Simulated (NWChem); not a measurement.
LaCl2, doublet; SMILES [Cl][La][Cl]

Results from NWChem. Spin-unrestricted. In the optimisation the excess spin sits in a1 (C2v, its own frame). All runs use the structure optimised with PBE-D3(BJ)/def2-SVP, spin-unrestricted. The spin multiplicity was typed, not searched, and may not be the lowest. No stability test was run on the SCF state. def2 effective core potentials on La; no spin-orbit coupling. Vertical excitations in the gas phase; the lowest state need not have the same character in each row. Excited states of an open shell can be spin-contaminated.

For level PBE/def2-SVP, TDA:

* **lowest empty minus highest occupied level, either spin (eV)**: 0.76

How do the values read with level B3LYP/def2-SVP, TDA instead?

The lowest empty minus highest occupied level, either spin (eV) is 1.71.
